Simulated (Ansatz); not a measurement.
Computed with Ansatz.

`C[CH2][SbH][SiH3]` at its PBE0-D4/def2-TZVP geometry, where that method's forces vanish. Total charge 0; spin multiplicity 1. Sb takes the def2 core potential.

| atom | x (Å) | y (Å) | z (Å) |
| --- | --- | --- | --- |
| C1 | 1.924 | 1.189 | 0.504 |
| C2 | 0.535 | 0.582 | 0.585 |
| Sb3 | 0.413 | -1.313 | -0.486 |
| Si4 | -2.156 | -1.372 | -0.467 |
| H5 | 1.978 | 2.125 | 1.070 |
| H6 | 2.203 | 1.416 | -0.529 |
| H7 | 2.685 | 0.517 | 0.909 |
| H8 | 0.260 | 0.362 | 1.619 |
| H9 | -0.221 | 1.253 | 0.177 |
| H10 | 0.405 | -0.573 | -2.030 |
| H11 | -2.658 | -2.361 | -1.458 |
| H12 | -2.742 | -0.039 | -0.777 |
| H13 | -2.625 | -1.784 | 0.884 |

(1) For each bond, give half the difference of the two atoms' forces along it (eV/Å; positive pushes the atoms apart) under PBE-D4, r2SCAN-D4, B3LYP-D4, ωB97M-V in def2-TZVPP. (Estimate.)

## Answers

(1) The calculation gave: 
```
   bond  length (Å)  PBE-D4  r2SCAN-D4  B3LYP-D4  ωB97M-V
  C1–C2       1.518   -0.03       0.10      0.17     0.26
  C1–H5       1.095    0.12      -0.02     -0.08    -0.11
  C1–H6       1.093    0.10      -0.04     -0.06    -0.07
  C1–H7       1.093    0.11      -0.04     -0.06    -0.08
 C2–Sb3       2.180    0.21       0.13      0.23    -0.14
  C2–H8       1.093    0.10      -0.05     -0.12    -0.08
  C2–H9       1.091    0.08      -0.06     -0.12    -0.07
Sb3–Si4       2.570    0.07       0.05      0.19    -0.03
Sb3–H10       1.713    0.23       0.03      0.06    -0.13
Si4–H11       1.487    0.08      -0.02     -0.09    -0.09
Si4–H12       1.489    0.07      -0.02     -0.09    -0.09
Si4–H13       1.489    0.09      -0.02     -0.09    -0.10
```

B3LYP here is the variant with VWN-RPA as its local correlation; programs differ in this.
